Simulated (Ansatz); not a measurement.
`C=C[Si](N)(O)[SiH3]` + CH₄ → `C=C[Si](C)(N)O` + SiH₄  (formal exchange of groups at the Si–Si bond)

Isolated molecules relaxed with PBE0-D4/def2-TZVP in Ansatz; ΔE leaves out vibrations. CBS: MP2 limit from def2 TZ/QZ plus the TZ coupled-cluster correction, frozen cores. This one scheme is used for every species. Functionals use def2-TZVPP. B3LYP here is the variant with VWN-RPA as its local correlation; programs differ in this. One conformer a species, not always the lowest.

| level | ΔE (kcal/mol) | difference from CCSD(T)/CBS |
| --- | --- | --- |
| PBE-D4 | 2.4 | 3.6 |
| r2SCAN-D4 | -0.1 | 1.1 |
| PBE0-D4 | 1.3 | 2.5 |
| B3LYP-D4 | 0.2 | 1.4 |
| ωB97X-V | -0.8 | 0.4 |
| ωB97M-V | -2.2 | -1.0 |
| B2PLYP | -1.1 | 0.1 |
| PBE | 2.1 | 3.3 |
| r2SCAN | -0.2 | 1.0 |
| PBE0 | 0.9 | 2.1 |
| B3LYP | -0.4 | 0.8 |
| HF/def2-TZVPP | -3.2 | -2.0 |
| MP2/def2-TZVPP | -2.3 | -1.1 |
| SCS-MP2/def2-TZVPP | -2.6 | -1.4 |
| CCSD/def2-TZVPP | -2.0 | -0.8 |
| CCSD(T)/def2-TZVPP | -1.6 | -0.4 |
| HF/def2-QZVPP | -3.3 | -2.1 |
| MP2/def2-QZVPP | -2.1 | -0.9 |
| SCS-MP2/def2-QZVPP | -2.4 | -1.2 |
| HF/CBS(def2) | -3.3 | -2.1 |
| MP2/CBS(def2) | -1.9 | -0.7 |
| CCSD/CBS(def2) | -1.6 | -0.4 |
| CCSD(T)/CBS | -1.2 | 0 |

Largest T1 diagnostic among the species: 0.012.

From PBE to PBE0 (25 % exact exchange), in def2-TZVPP and without D4, ΔE moves by −1.1 kcal/mol. In def2-TZVPP, CCSD(T) changes the Hartree–Fock value by +1.6 kcal/mol (the triples alone add +0.4 kcal/mol) and MP2 by +0.9 kcal/mol.
